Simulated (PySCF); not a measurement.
## Electric field gradients and quadrupole coupling constants

Compound: Si(NH2)Cl3.
Geometry (PBE0-D3(BJ)/def2-SVP, Å), atoms numbered from 1 in this order:
```xyz
7
Cl3H2NSi angstrom
Si     0.0149   -0.0067   -0.5750
N      0.0635    0.0878    1.1143
H      0.7398   -0.4475    1.6458
H     -0.7512    0.3537    1.6544
Cl     1.9390   -0.0388   -1.2665
Cl    -0.9943    1.6193   -1.2982
Cl    -0.9199   -1.6698   -1.3434
```

Field gradients from the PBE0/pcSseg-1 density (PySCF, non-relativistic), principal values in atomic units, ordered |Vxx| ≤ |Vyy| ≤ |Vzz|:

```json
{"atom": "N2", "Vxx": "0.3887", "Vyy": "0.5896", "Vzz": "-0.9782"}
{"atom": "Cl5", "Vxx": "-1.0698", "Vyy": "-1.3065", "Vzz": "2.3763"}
{"atom": "Cl6", "Vxx": "-1.0671", "Vyy": "-1.3136", "Vzz": "2.3807"}
{"atom": "Cl7", "Vxx": "-1.1313", "Vyy": "-1.1864", "Vzz": "2.3177"}
```

Task: Find the asymmetry η = (Vxx − Vyy)/Vzz and the couplings χ = eQV/h (234.96 MHz × Q in barn × V in au), with Q(14N) = 0.02044 b, Q(35Cl) = −0.0817 b.

Result: 
| atom | environment | nucleus | η | χzz (MHz) | χxx (MHz) | χyy (MHz) |
| --- | --- | --- | --- | --- | --- | --- |
| N2 | nitrogen bonded to Si and 2 H | 14N | 0.21 | -4.698 | 1.867 | 2.831 |
| Cl5 | chlorine bonded to Si | 35Cl | 0.10 | -45.62 | 20.54 | 25.08 |
| Cl6 | chlorine bonded to Si | 35Cl | 0.10 | -45.70 | 20.49 | 25.22 |
| Cl7 | chlorine bonded to Si | 35Cl | 0.02 | -44.49 | 21.72 | 22.78 |

The gradient is axial or nearly so (η below 0.05) at Cl7. The tensor is traceless: Vxx + Vyy + Vzz = 0.

Task: What is Vzz at Cl7 in SI units (1 au = 9.71736 × 10²¹ V/m²)?

Result: 2.3177 au = 22.522 × 10²¹ V/m².

Task: And the gradient at the other heavy atoms, for which no coupling is worked out here?

Result: 
| atom | environment | Vzz (au) | η |
| --- | --- | --- | --- |
| Si1 | silicon bonded to 3 Cl and N | -0.450 | 0.22 |

Task: What couplings would deuterons (Q(2H) = 0.00286 b) have in place of the hydrogens, at this geometry?

Result: 
| atom | bonded to | bond length (Å) | Vzz (au) | η | χzz (kHz) |
| --- | --- | --- | --- | --- | --- |
| H3 | N2 | 1.013 | 0.4084 | 0.18 | 274 |
| H4 | N2 | 1.013 | 0.4089 | 0.18 | 275 |

Isolated species at its PBE0-D3(BJ)/def2-SVP geometry, gas phase. The basis is small and wasn't made for field gradients, so the couplings can be 20 % off.
